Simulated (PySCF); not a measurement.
C5H12Cd, SMILES [CH3][Cd][C](C)(C)C, GFN2-xTB optimised geometry.

```
18

Cd     0.49    -1.25     0.00
C      2.72    -1.25     0.00
H      3.20    -2.20    -0.20
H      3.06    -0.89     0.97
H      3.03    -0.54    -0.77
C     -1.10     0.32     0.00
C     -2.55    -0.10     0.26
C     -0.65     1.30     1.09
C     -1.00     1.02    -1.36
H     -3.20     0.78     0.26
H     -2.65    -0.59     1.23
H     -2.91    -0.77    -0.52
H     -0.74     0.84     2.08
H      0.40     1.60     0.94
H     -1.26     2.20     1.09
H      0.03     1.31    -1.58
H     -1.36     0.37    -2.16
H     -1.61     1.93    -1.37
```

Density from PBE0/def2-SVP, def2 effective core potentials past Kr run with PySCF 2.14.0 at that geometry. The core electrons that the potentials of Cd replace are not part of the density.

Minimum of the electron density along straight lines between bonded atoms, close to the bond critical point (lines longer than 1.1 times the sum of covalent radii, or with two minima, are not listed):

| bond | length / Å | ρ at the minimum / e bohr⁻³ | ∇²ρ there / e bohr⁻⁵ | position (fraction from the first atom) |
|---|---|---|---|---|
| Cd1–C2 | 2.234 | 0.083 | 0.15 | 0.52 |
| C2–H3 | 1.087 | 0.272 | -0.97 | 0.63 |
| C2–H4 | 1.092 | 0.268 | -0.94 | 0.62 |
| C2–H5 | 1.093 | 0.267 | -0.93 | 0.62 |
| Cd1–C6 | 2.233 | 0.084 | 0.15 | 0.52 |
| C6–C7 | 1.529 | 0.242 | -0.54 | 0.50 |
| C6–C8 | 1.532 | 0.241 | -0.53 | 0.49 |
| C6–C9 | 1.531 | 0.241 | -0.53 | 0.50 |
| C7–H10 | 1.097 | 0.270 | -0.96 | 0.62 |
| C7–H11 | 1.091 | 0.274 | -0.99 | 0.62 |
| C7–H12 | 1.090 | 0.274 | -0.99 | 0.62 |
| C8–H13 | 1.094 | 0.272 | -0.97 | 0.62 |
| C8–H14 | 1.098 | 0.270 | -0.96 | 0.62 |
| C8–H15 | 1.096 | 0.270 | -0.96 | 0.62 |
| C9–H16 | 1.097 | 0.270 | -0.96 | 0.62 |
| C9–H17 | 1.093 | 0.273 | -0.98 | 0.62 |
| C9–H18 | 1.096 | 0.270 | -0.96 | 0.62 |
